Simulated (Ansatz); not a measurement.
Ideal-gas functions of `[BH2][GaH][F]` at 500 K and 1 bar, from an Ansatz frequency run at PBE0-D4/def2-TZVP.

Molar mass 102.56 g/mol, point group Cs (symmetry number 1), electronic degeneracy 1, moments of inertia 30.93, 86.272, 113.012 u Å². Harmonic wavenumbers (cm⁻¹, unscaled): 132, 192, 380, 529, 612, 612, 660, 867, 1149, 1984, 2588, 2677.

Use S(trans) = R[1.5 ln M + 2.5 ln T − 1.1517]; rotational temperatures θ = 24.2544 K / I; S(rot) = R[ln(√π/σ · √(T³/θAθBθC)) + 1.5]; for each mode x = 1.438777 ν̃/T, S = R[x/(eˣ − 1) − ln(1 − e⁻ˣ)] and H = RT x/(eˣ − 1); 1 cm⁻¹ = 0.0119627 kJ/mol; R = 8.31446 J/(mol·K).

By hand: the entropy, in J/(mol·K).

Translation 177.4. Rotation: θ = 0.7842, 0.2811, 0.2146 K, giving 107.4. Vibration, mode by mode: 16.41, 13.35, 7.97, 5.58, 4.61, 4.61, 4.13, 2.58, 1.36, 0.19, 0.04, 0.03, in all 60.9. Electronic 0.0. Sum 345.7 J/(mol·K).

By hand: H − E and G − E in kJ/mol, counted from the electronic energy.

Zero-point energy ½ × 12382 × 0.0119627 = 74.1; thermal vibration 16.6; translation, rotation and pV give 4 RT = 16.6. H − E = 107.3 kJ/mol, and G − E = 107.3 − 500 × 345.7/1000 = -65.5 kJ/mol.

Vibration gives 18 % of the entropy, 16.4 J/(mol·K) of it from the mode under 150 cm⁻¹: soft modes count most, and the harmonic formula is weakest for them.
